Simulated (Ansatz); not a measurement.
Ideal-gas functions of `[F][SbH][SH]` at 500 K and 1 bar, from an Ansatz frequency run at PBE0-D4/def2-TZVP.

Molar mass 174.84 g/mol, point group C1 (symmetry number 1), electronic degeneracy 1, moments of inertia 59.709, 172.69, 223.569 u Å². Harmonic wavenumbers (cm⁻¹, unscaled): 157, 242, 358, 588, 603, 683, 715, 1941, 2722.

Use S(trans) = R[1.5 ln M + 2.5 ln T − 1.1517]; rotational temperatures θ = 24.2544 K / I; S(rot) = R[ln(√π/σ · √(T³/θAθBθC)) + 1.5]; for each mode x = 1.438777 ν̃/T, S = R[x/(eˣ − 1) − ln(1 − e⁻ˣ)] and H = RT x/(eˣ − 1); 1 cm⁻¹ = 0.0119627 kJ/mol; R = 8.31446 J/(mol·K).

Task: By hand: the entropy, in J/(mol·K).

Result: Translation 184.0. Rotation: θ = 0.4062, 0.1405, 0.1085 K, giving 115.9. Vibration, mode by mode: 14.99, 11.49, 8.43, 4.87, 4.70, 3.92, 3.64, 0.21, 0.03, in all 52.3. Electronic 0.0. Sum 352.2 J/(mol·K).

Task: By hand: H − E and G − E in kJ/mol, counted from the electronic energy.

Result: Zero-point energy ½ × 8009 × 0.0119627 = 47.9; thermal vibration 14.4; translation, rotation and pV give 4 RT = 16.6. H − E = 78.9 kJ/mol, and G − E = 78.9 − 500 × 352.2/1000 = -97.2 kJ/mol.

Vibration gives 15 % of the entropy. The sum counts one conformer and one mirror image; others add a mixing term.
